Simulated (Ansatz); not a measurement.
Geometry optimisation, RKS PBE-D4/def2-SVP (Ansatz).

Input file:

```yaml
crystal:
  periodic: [false, false, false]
  atoms:
    - { symbol: "N", position_ang: [-1.1814, -1.4957, -0.395] }
    - { symbol: Si, position_ang: [0.0749, -0.2658, -0.6931] }
    - { symbol: C, position_ang: [1.1654, -0.1133, 0.7654] }
    - { symbol: Se, position_ang: [0.7631, 1.7087, 1.3046] }
    - { symbol: C, position_ang: [-0.4458, 1.4559, -0.282] }
    - { symbol: F, position_ang: [-1.784, 1.5236, 0.084] }
    - { symbol: H, position_ang: [-0.7571, -2.3929, -0.4097] }
    - { symbol: H, position_ang: [-1.5432, -1.2747, 0.557] }
    - { symbol: H, position_ang: [0.7706, -0.384, -1.9418] }
    - { symbol: H, position_ang: [0.9443, -0.8521, 1.59] }
    - { symbol: H, position_ang: [2.2561, -0.1626, 0.5045] }
    - { symbol: H, position_ang: [-0.1859, 2.1976, -1.05] }
basis:
  gaussian: { orbitals: def2-SVP }
hamiltonian:
  xc: pbe
  dispersion: d4
relax:
  f_tol: 0.015
  max_steps: 40
output:
  orbitals: {}
```

Run as:

```bash
$ ansatz run input.yaml --threads 2 --pin off --max-ram 3072MiB --backend cpu --events-out ev --progress --plain --runs-dir out
```

Problem. Where does it end, and by what steps?

Solution. The forces met the threshold. After 24 steps the energy has fallen by 0.831 eV; H7 moved furthest, 1.05 Å.

| step | energy less start (eV) | largest force component (eV/Å) | accepted |
| --- | --- | --- | --- |
| 0 | 0.0000 | 2.620 | yes |
| 1 | -0.5649 | 0.975 | yes |
| 2 | -0.6728 | 0.503 | yes |
| 3 | -0.7326 | 0.428 | yes |
| 4 | -0.7526 | 0.374 | yes |
| 5 | -0.7685 | 0.319 | yes |
| 6 | -0.7814 | 0.313 | yes |
| 7 | -0.7848 | 0.638 | yes |
| 8 | -0.8020 | 0.230 | yes |
| 9 | -0.8085 | 0.129 | yes |
| 10 | -0.7914 | 0.877 | no |
| 11 | -0.8006 | 0.239 | no |
| 12 | -0.8109 | 0.035 | yes |
| 13 | -0.8120 | 0.196 | yes |
| 14 | -0.8143 | 0.072 | yes |
| 15 | -0.8151 | 0.049 | yes |
| 16 | -0.8175 | 0.058 | yes |
| 17 | -0.8178 | 0.286 | yes |
| 18 | -0.8239 | 0.134 | yes |
| 19 | -0.8194 | 0.469 | no |
| 20 | -0.8282 | 0.041 | yes |
| 21 | -0.8301 | 0.087 | yes |
| 22 | -0.8299 | 0.072 | no |
| 23 | -0.8306 | 0.018 | yes |
| 24 | -0.8307 | 0.011 | yes |

```xyz
12
Properties=species:S:1:pos:R:3
N -0.964 -1.665 -0.379
Si 0.133 -0.329 -0.506
C 1.325 -0.075 0.949
Se 1.188 1.904 0.687
C -0.506 1.476 -0.269
F -1.629 1.542 0.555
H -1.349 -2.096 -1.222
H -1.637 -1.706 0.391
H 0.853 -0.470 -1.816
H 0.955 -0.364 1.952
H 2.362 -0.440 0.817
H -0.655 2.167 -1.125
```

Whether the end is a true minimum wasn't checked by a vibrational analysis.

Run time: 93 s on 2 threads of Arm Neoverse V1, with other jobs on the host, peak memory 0.2 GiB.
